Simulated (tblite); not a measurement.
Species: C6H9FOS.
Atom-mapped SMILES: `[CH3:1][CH2:2][O:3][CH2:4][S:5][C:6]1=[C:7]([F:8])[CH2:9]1` (hydrogens: H10, H11, H12 on C1; H13, H14 on C2; H15, H16 on C4; H17, H18 on C9)

Computed geometry: GFN2-xTB, gas phase.

Some entries are withheld. Bonds in one row agree within 0.01 Å.

| coordinate | value |
| --- | --- |
| C1–C2 | 1.525 Å |
| C2–O3 | ? |
| O3–C4 | ? |
| C4–S5 | 1.874 Å |
| S5–C6 | ? |
| C6=C7 | 1.301 Å |
| C7–F8 | 1.326 Å |
| C7–C9 | 1.489 Å |
| C6–C9 | 1.524 Å |
| C1–H10, C1–H11, C1–H12 | 1.087 Å |
| C2–H13, C2–H14 | 1.095 Å |
| C4–H15, C4–H16 | 1.093 Å |
| C9–H17, C9–H18 | 1.085 Å |
| C1–C2–O3 | 114.2° |
| C2–O3–C4 | 116.4° |
| O3–C4–S5 | 112.8° |
| C4–S5–C6 | ? |
| S5–C6–C7 | 152.1° |
| S5–C6–C9 | ? |
| C7–C6–C9 | 63.0° |
| C6–C7–F8 | 149.6° |
| C6–C7–C9 | ? |
| F8–C7–C9 | 144.6° |
| C6–C9–C7 | 51.2° |

Question: Fill in the missing values.

Answer: 
- C2–O3 = 1.422 Å, drawn single (sp3 carbon bound to oxygen to ether oxygen); equal to the sum of covalent radii, 1.42 Å.
- O3–C4 = 1.368 Å, drawn single (ether oxygen to sp3 carbon bound to oxygen); 0.05 Å below the sum of covalent radii, 1.42 Å.
- S5–C6 = 1.709 Å, drawn single (sulfide sulfur to fully substituted alkene carbon); 0.07 Å below the sum of covalent radii, 1.78 Å.
- C4–S5–C6 = 96.5°, at the sulfide sulfur; the outer atoms are 2.675 Å apart.
- S5–C6–C9 = 144.9°, at the fully substituted alkene carbon; the outer atoms are 3.082 Å apart.
- C6–C7–C9 = 65.8°, at the vinylic C–F carbon, inside a 3-membered ring; the outer atoms are 1.524 Å apart.

Radii are Cordero's, carbon taken as 0.76, 0.73 or 0.69 Å for four, three, and two or fewer neighbours.

Its lowest GFN2-xTB frequency is 12i cm⁻¹, too small to tell a flat minimum from a shallow saddle. One conformer, not necessarily the lowest (C1–C2–O3–C4 64°, C2–O3–C4–S5 65°, O3–C4–S5–C6 -173°, C4–S5–C6–C7 -3°). 3 starts were optimised and ended at 0.00, 1.43 and 1.69 kcal/mol (GFN2-xTB); the lowest of these is shown.
